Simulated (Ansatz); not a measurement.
Mulliken charges of `[OH][Ge@@H]1[CH2][C@@H]1Cl` from B3LYP/def2-TZVPP in Ansatz (PBE0-D4/def2-TZVP geometry).

```csv
atom,x (Å),y (Å),z (Å),charge (e)
O1,-2.048,0.299,-0.857,-0.414
Ge2,-0.516,-0.575,-0.753,0.381
C3,0.408,-0.598,0.945,-0.268
C4,0.973,0.443,-0.042,-0.091
Cl5,0.693,2.133,0.385,-0.155
H6,-1.952,1.185,-0.490,0.181
H7,-0.434,-1.640,-1.833,0.031
H8,-0.122,-0.192,1.800,0.107
H9,1.082,-1.408,1.211,0.104
H10,1.999,0.302,-0.364,0.124
```

**Question.** By hand: the dipole of these point charges (1 e Å = 4.8032 D).

**Answer.** Σ q r = (0.327, -0.519, -0.113) e Å, of length 0.624 e Å = 3.00 D.

**Question.** How does the dipole of the full density compare? (Best estimate.)

**Answer.** Computed: (0.229, -0.292, 0.011) e Å, 1.78 D; the point charges give 1.69 times that, at 13° from its direction.

Point charges leave out the atoms' own dipoles, such as those of lone pairs, and Mulliken's split depends on the basis, so the two needn't agree.

B3LYP here is the variant with VWN-RPA as its local correlation; programs differ in this.
